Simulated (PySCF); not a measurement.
# BrCl: frontier orbitals

r²SCAN at R = 2.156 Å; basis Br 6-31G(d,p), Cl 6-31G(d,p); no relativity; PySCF 2.14. State: ¹Σ⁺ (singlet), closed shell. Only the outer orbitals are listed, counted within each symmetry.

```tsv
orbital	occ.	ε (eV)	on Br (%)	main shells (%)
10σ	2	-23.46	39	58 Cl s, 35 Br s
11σ	2	-19.54	61	60 Br s, 38 Cl s
12σ	2	-11.87	47	50 Cl p, 42 Br p
5π	2	-9.80	40	60 Cl p, 40 Br p
5π	2	-9.80	40	60 Cl p, 40 Br p
6π	2	-7.40	60	60 Br p, 40 Cl p
6π	2	-7.40	60	60 Br p, 40 Cl p
13σ	0	-4.55	58	56 Br p, 42 Cl p
14σ	0	6.00	100	94 Br s
15σ	0	7.59	100	91 Br p, 9 Br d
```

**Question.** Which are the highest filled and the lowest empty level, where do they sit, and how wide is the gap?

**Answer.** Highest filled 6π at -7.40 eV (in %: 60 Br p, 40 Cl p); lowest empty 13σ at -4.55 eV (in %: 56 Br p, 42 Cl p); the gap at r²SCAN is 2.85 eV.

- bond order (Mayer): 0.97
- ⟨S²⟩: 0.000
- charge on Br (Mulliken, basis-dependent): 0.06
- charge on Br (Löwdin, basis-dependent): 0.04
- dipole moment (positive dipole means Br(−)Cl(+)): -0.56 D
